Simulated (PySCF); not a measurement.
## Unknown compound

An unknown has the formula C3H10N2O2Si3. Its calculated NMR data are:

¹H NMR (600 MHz, computed): δ 8.33 (s, 1H), 7.51 (m, 1H), 7.41 (m, 1H), 5.63 (m, 1H), 5.54 (m, 1H), 5.51 (m, 1H), 5.27 (m, 1H), 5.16 (m, 1H), 4.47 (br s, 1H), 0.40 (br s, 1H).

¹³C{¹H} NMR (computed): δ 167.7 (CH), 157.5 (CH), 156.7 (CH).

Method: shielding tensors at PBE0/pcSseg-1 (GIAO), GFN2-xTB geometry, in PySCF 2.14.0 with density-fitted response routines (isolated molecule, one computed conformer, non-relativistic Hamiltonian).

Chemical shifts δ = σref − σ; ¹H (σref 31.72) and ¹³C (σref 186.93) vs TMS, all at this level.

Question: Propose a structure and justify it.

Answer: 
Rings plus π bonds: 3 (1 ring in the answer). 3 carbon signals for 3 carbons: no two carbons are equivalent. Carbon types of the structure: 3 × CH, leaving 7 H on heteroatoms. δC 167.7: amide carbonyl carbon; it is a carbonyl in resonance with an O or N lone pair, the region of acids, esters and amides. δC 157.5, 156.7: alkene CH; as expected for a trigonal carbon in a double bond. δH 8.33: hydrogen on an amide carbonyl carbon. δH 7.51, 7.41: hydrogen on an alkene CH; olefinic region. δH 5.63, 5.54: hydrogen on a silicon bonded to N, O. δH 4.47: hydrogen on an amide-type nitrogen; exchangeable, gas-phase position. δH 0.40: hydrogen on a nitrogen bonded to 2 Si, in a 5-membered ring; labile proton, position sensitive to the medium.

These data were computed for SMILES O=CN[SiH2]O[Si@H]1C=C[SiH2]N1.

The data come from this structure; uniqueness wasn't tested.

Exchangeable OH/NH protons stand at their gas-phase positions; hydrogen bonding in a real sample shifts them, mostly to higher δ. Shifts are as computed. Against solution values, carbons near 30 ppm lie about +3 ppm off and those near 130 ppm about +5 ppm. Of 1211 compounds with measured shifts, 218 miss one by over three times the rms of a fit or turn the order of signals round; such compounds aren't used in these exercises. Hydrogen bonding in solution deshields acid and N–H amide carbonyl carbons by as much as 10 ppm beyond these values. Multiplicities follow the n + 1 count of equivalent neighbours, as no J values were calculated; m marks all less simple cases, F and P coupling included.
